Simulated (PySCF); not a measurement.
A species of formula C5H8F3P has this rotational fingerprint, computed with PBE0/pcSseg-1 in PySCF (dipole) on a GFN2-xTB geometry, gas phase:

| Item | Value |
| --- | --- |
| Rotational constants | A = 1698, B = 804.9, C = 755.1 MHz |
| Dipole components | \|μa\| = 2.11 D, \|μb\| = 0.31 D, \|μc\| = 0.02 D |
| Inertial defect | -256.26 u·Å² |
| κ | -0.89 |

Question: Which candidate fits, each taken in the one conformer that was computed?
A. `[CH3:1][CH2:2][CH2:3][PH:4][C:5]([F:6])=[C:7]([F:8])[F:9]` with C1–C2–C3–P4 179°, C2–C3–P4–C5 53°, C3–P4–C5–F6 -110°
B. `[CH3:1][P:2]([CH:3]1[CH2:4][CH2:5]1)[C:6]([F:7])([F:8])[F:9]` with C1–P2–C3–C4 -106°
C. `[CH2:1]=[CH:2][P:3]([CH2:4][CH3:5])[C:6]([F:7])([F:8])[F:9]` with C1–C2–P3–C4 137°, C2–P3–C4–C5 -75°

Answer: A. It is CCCPC(F)=C(F)F, an asymmetric top, point group C1. The candidates at the same level (rigid rotor, commonest isotopes):

| SMILES | A (MHz) | B (MHz) | C (MHz) | μa (D) | μb (D) | μc (D) | Δ (u·Å²) | point group | rotor |
| --- | --- | --- | --- | --- | --- | --- | --- | --- | --- |
| CP(C1CC1)C(F)(F)F | 2114 | 1069 | 869.7 | 2.17 | 1.27 | 0.76 | -130.61 | C1 | asymmetric top |
| CCCPC(F)=C(F)F | 1698 | 804.9 | 755.1 | 2.11 | 0.31 | 0.02 | -256.26 | C1 | asymmetric top |
| C=CP(CC)C(F)(F)F | 1711 | 1130 | 828.5 | 2.65 | 0.15 | 0.63 | -132.58 | C1 | asymmetric top |

`C=CP(CC)C(F)(F)F` has B 40 % too high; `CP(C1CC1)C(F)(F)F` has B 33 % too high. No structure here is proved a minimum.
